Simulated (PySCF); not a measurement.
ORD: `C[Si@H]1C[C@@H]1F`, C3H7FSi

Geometry:
| atom | x (Å) | y (Å) | z (Å) |
| --- | --- | --- | --- |
| C1 | 1.907 | 0.201 | -0.148 |
| Si2 | 0.233 | 0.028 | 0.709 |
| C3 | -1.320 | 0.666 | -0.157 |
| C4 | -1.164 | -0.859 | -0.222 |
| F5 | -2.120 | -1.565 | 0.474 |
| H6 | 2.390 | 1.131 | 0.139 |
| H7 | 2.574 | -0.611 | 0.127 |
| H8 | 1.802 | 0.198 | -1.229 |
| H9 | 0.207 | -0.053 | 2.158 |
| H10 | -1.281 | 1.179 | -1.108 |
| H11 | -2.161 | 0.997 | 0.436 |
| H12 | -1.067 | -1.311 | -1.205 |

Method used: PySCF 2.14.0, TDDFT BHandHLYP/aug-cc-pVDZ circular dichroism and optical rotation, one conformer, gas phase. Geometry: GFN2-xTB.

Stereocentres: Si2 S, C4 R.

Task: What is the specific rotation at 633, 589.3, 546, 436, 405, 365, 355 nm?

Result: [α] in deg dm⁻¹ (g/mL)⁻¹:
```csv
λ (nm),origin-invariant length gauge,modified velocity gauge,length gauge (centre of mass),isotropic polarisability (au)
633,-9.4,-6.8,-7.2,65.3
589.3,-11.4,-8.2,-8.7,65.6
546,-14.0,-10.2,-10.8,66.0
436,-27.8,-21.1,-22.3,67.5
405,-35.9,-27.7,-29.3,68.2
365,-53.7,-42.5,-44.9,69.4
355,-60.4,-48.2,-50.9,69.8
```

Task: And for the mirror image at 589.3 nm?

Result: +11.4 deg dm⁻¹ (g/mL)⁻¹ (origin-invariant length gauge): the same size and the opposite sign.

Task: What is the molar rotation [Φ] = [α]·M/100 of the geometry above at 589.3 nm?

Result: With M = 90.17 g/mol, -10.2 deg cm² dmol⁻¹ (origin-invariant length gauge).

The first excitation lies at 6.12 eV (203 nm) with R = -7.3 × 10⁻⁴⁰ esu² cm² (velocity form).
